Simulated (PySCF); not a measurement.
C₂, SMILES [C]=[C] (connectivity only; charge and spin as stated), neutral, multiplicity 1.

Geometry: PBE0-D3(BJ)/def2-TZVPD.

Method: TDA-M06-2X/def2-TZVPD run with PySCF 2.14.0.

Vertical excitations; the highest root listed may be one member of a degenerate set. The molecule is in vacuum. State labels are in the subgroup D2h.

Estimate the UV-visible absorptions. (An estimate is asked for; the answer gives what the named calculation found.)


```json
[
 {"state": "S1", "symmetry": "B1u", "energy (eV)": "4.28", "λ (nm)": "290", "f": "0.099", "main pairs": "HOMO−2→LUMO 75 %, HOMO−1→LUMO+2 11 %, HOMO→LUMO+1 11 %"},
 {"state": "S2", "symmetry": "Au", "energy (eV)": "6.21", "λ (nm)": "200", "f": "0.000", "main pairs": "HOMO−1→LUMO+1 48 %, HOMO→LUMO+2 48 %"},
 {"state": "S3", "symmetry": "B1u", "energy (eV)": "7.13", "λ (nm)": "174", "f": "0.000", "main pairs": "HOMO→LUMO+1, HOMO−1→LUMO+2 (degenerate set)"},
 {"state": "S4", "symmetry": "Au", "energy (eV)": "7.13", "λ (nm)": "174", "f": "0.000", "main pairs": "HOMO→LUMO+2, HOMO−1→LUMO+1 (degenerate set)"},
 {"state": "S5", "symmetry": "B2u", "energy (eV)": "9.15", "λ (nm)": "136", "f": "0.107", "main pairs": "HOMO−1→LUMO+3 (degenerate set)"},
 {"state": "S6", "symmetry": "B3u", "energy (eV)": "9.15", "λ (nm)": "136", "f": "0.107", "main pairs": "HOMO→LUMO+3 (degenerate set)"},
 {"state": "S7", "symmetry": "B2g", "energy (eV)": "9.77", "λ (nm)": "127", "f": "0.000", "main pairs": "HOMO→LUMO+4 (degenerate set)"},
 {"state": "S8", "symmetry": "B3g", "energy (eV)": "9.77", "λ (nm)": "127", "f": "0.000", "main pairs": "HOMO−1→LUMO+4 (degenerate set)"},
 {"state": "S9", "symmetry": "B2u", "energy (eV)": "10.55", "λ (nm)": "118", "f": "0.106", "main pairs": "HOMO−2→LUMO+2 (degenerate set)"},
 {"state": "S10", "symmetry": "B3u", "energy (eV)": "10.55", "λ (nm)": "118", "f": "0.106", "main pairs": "HOMO−2→LUMO+1 (degenerate set)"},
 {"state": "T1", "symmetry": "B1u", "energy (eV)": "0.52", "λ (nm)": "2382", "f": "0", "main pairs": "HOMO−2→LUMO 97 %"},
 {"state": "T2", "symmetry": "B1u", "energy (eV)": "5.70", "λ (nm)": "218", "f": "0", "main pairs": "HOMO−1→LUMO+2 46 %, HOMO→LUMO+1 46 %"},
 {"state": "T3", "symmetry": "Au", "energy (eV)": "6.21", "λ (nm)": "200", "f": "0", "main pairs": "HOMO−1→LUMO+1 48 %, HOMO→LUMO+2 48 %"},
 {"state": "T4", "symmetry": "B1u", "energy (eV)": "6.35", "λ (nm)": "195", "f": "0", "main pairs": "HOMO→LUMO+1 48 %, HOMO−1→LUMO+2 48 %"}
]
```
Triplets are in the Tamm–Dancoff approximation.
